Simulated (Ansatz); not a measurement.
CH₇AsOSi (`CO[AsH][SiH3]`). Charge 0, multiplicity 1. The geometry is a stationary point of PBE0-D4/def2-TZVP. It is one conformer, not always the lowest.

```xyz
11

C     1.220    1.800    0.376
O     0.280    0.754    0.458
As    0.673   -0.703   -0.540
Si   -1.354   -1.793    0.033
H     0.954    2.538    1.136
H     1.199    2.290   -0.606
H     2.244    1.454    0.569
H     0.066   -0.214   -1.868
H    -1.257   -2.288    1.430
H    -2.520   -0.885   -0.101
H    -1.505   -2.954   -0.886
```

Problem. What is the dipole moment at r2SCAN/def2-TZVPP? (Estimate.)

Solution. Ansatz gave: 0.67 D, with components (0.43, 0.22, -0.47) D in this frame, pointing from negative to positive charge.

Problem. And with PBE, B3LYP, ωB97M-V? (An estimate is asked.)

Solution. Ansatz gave: PBE 0.72 D, B3LYP 0.76 D, ωB97M-V 0.73 D.

Problem. Give the Mulliken charges with r2SCAN, B3LYP, ωB97M-V in def2-TZVPP. (An estimate is asked.)

Solution. Computed: 
| atom | r2SCAN | B3LYP | ωB97M-V |
| --- | --- | --- | --- |
| C1 | 0.01 | -0.13 | -0.19 |
| O2 | -0.40 | -0.42 | -0.41 |
| As3 | 0.21 | 0.24 | 0.16 |
| Si4 | 0.22 | 0.21 | 0.12 |
| H5 | 0.06 | 0.10 | 0.12 |
| H6 | 0.05 | 0.09 | 0.11 |
| H7 | 0.05 | 0.09 | 0.11 |
| H8 | -0.04 | -0.04 | 0.00 |
| H9 | -0.06 | -0.05 | -0.01 |
| H10 | -0.05 | -0.05 | -0.01 |
| H11 | -0.06 | -0.06 | -0.02 |

B3LYP here is the variant with VWN-RPA as its local correlation; programs differ in this.
